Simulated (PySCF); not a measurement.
NMR data simulated for an unnamed compound:

¹H NMR (500 MHz, computed): δ 5.29 (m, 1H), 4.13 (m, 1H), 4.09 (m, 1H), 3.34 (d, 3H), 2.48 (s, 6H), 0.64 (m, 2H).

¹³C{¹H} NMR (computed): δ 43.8 (CH3).

- PBE0/pcSseg-1 with gauge-including orbitals
- GFN2-xTB geometry
- code: PySCF 2.14
- equivalent nuclei averaged, single conformer, in vacuum, non-relativistic

References, each an isolated molecule treated in the same way: TMS for ¹H (31.72 ppm), ¹³C (186.93 ppm).

Task: Which of these does the molecule contain: an N-methyl group, a benzene ring, a carboxylic acid, an amide, a Si–H bond?

Result: 
- An N-methyl group: yes (δC 43.8; δH 2.48 (s)).
- A benzene ring: no.
- A carboxylic acid: no.
- An amide: no.
- A Si–H bond: yes (δH 5.29 (m)).

The data belong to `CN(C)[Si@@H]([SiH3])[SiH2]P`, C2H14NPSi3; they needn't prove each group on their own.

Carbon signals by region: 1 below 50 ppm.

Splittings by ³¹P in the carbon and heteronuclear signals aren't shown, as no couplings were computed. Shifts are as computed. Against solution values, carbons near 30 ppm lie about +3 ppm off and those near 130 ppm about +5 ppm. Of 1211 compounds with measured shifts, 218 miss one by over three times the rms of a fit or turn the order of signals round; such compounds aren't used in these exercises. No couplings were computed; multiplicities are counted from neighbouring protons, with m where these are inequivalent, close in shift, in a saturated or five-membered ring or joined by F or P, and br s for small geminal =CH2 splittings.
